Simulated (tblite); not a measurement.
All values are computed: GFN2-xTB (tblite) harmonic vibrations without scaling, gas phase. The method is semi-empirical: single wavenumbers can be off by several per cent or more. Modes of hydrogen on silicon can be 10 to 20 % off. One conformer each. Thermal functions are those of the rigid rotor and harmonic oscillator, without mixing of conformers.

Problem. Order these by their zero-point energy, highest first (kJ/mol).
A. `CC[P@@](=O)(CO)CC#N`
B. `FP(F)P([SiH3])[SiH3]`
C. `C=N[SiH2]CNC`
D. `CCc1cnnn1C`
E. `[SiH3]C[Si]1(Cl)C=CC=C1`

Solution. A (382.6), D (369.1), C (332.1), E (306.9), B (145.6).

```csv
SMILES,atoms,mass (u),symmetry number,modes under 300 cm⁻¹,ZPE (kJ/mol),S translation (J/(mol K)),S rotation,S vibration,S,Cp
CC[P@@](=O)(CO)CC#N,19,147.04,1,10,382.6,162.8,119.0,102.5,384.3,137.7
CCc1cnnn1C,17,111.08,1,6,369.1,159.3,112.3,55.8,327.4,95.9
C=N[SiH2]CNC,16,102.06,1,7,332.1,158.2,111.9,70.3,340.4,106.0
[SiH3]C[Si]1(Cl)C=CC=C1,17,159.99,1,7,306.9,163.9,121.2,92.3,377.4,125.3
FP(F)P([SiH3])[SiH3],12,161.95,1,8,145.6,164.0,118.5,100.7,383.2,131.0
```

Entropies and Cp are for 200 K and 1 bar.
